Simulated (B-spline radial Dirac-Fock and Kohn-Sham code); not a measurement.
Radiative decay of the 3p3/2 hole in Pt⁴⁺

System: the Pt⁴⁺ ion, 1s2 2s2 2p6 3s2 3p6 3d10 4s2 4p6 4d10 4f14 5s2 5p6 5d6.

The computed values come from a radial finite-basis atomic code: independent-particle rates on relativistic LDA orbitals of the hole state (multipoles up to L = 3, Coulomb Auger matrix elements, transition energies from Dirac-Fock).

```
 line  multipole  energy (eV)  width (meV)  share (%)
M3-M4         E1        448.4        0.115      0.250
M3-M5         E1        528.8         1.78       3.85
M3-N1         E1       1920.3         7.31       15.9
M3-N2         E2       2036.4       0.0187     0.0406
M3-N3         E2       2127.2       0.0158     0.0342
M3-N4         E1       2317.5         3.69       8.00
M3-N5         E1       2334.3         28.8       62.4
M3-O1         E1       2547.0         1.52       3.28
M3-N6         E2       2579.1       0.0432     0.0937
M3-N7         E2       2582.4        0.255      0.553
M3-O4         E1       2655.4        0.292      0.633
M3-O5         E1       2657.1         2.30       4.98
```

The listed lines hold 100.0 % of the radiative rate. The radiative width is 0.0461 eV in the length form and 0.0457 eV in the velocity form; the two differ because the transition energies are not eigenvalue differences of the potential that gave the orbitals.
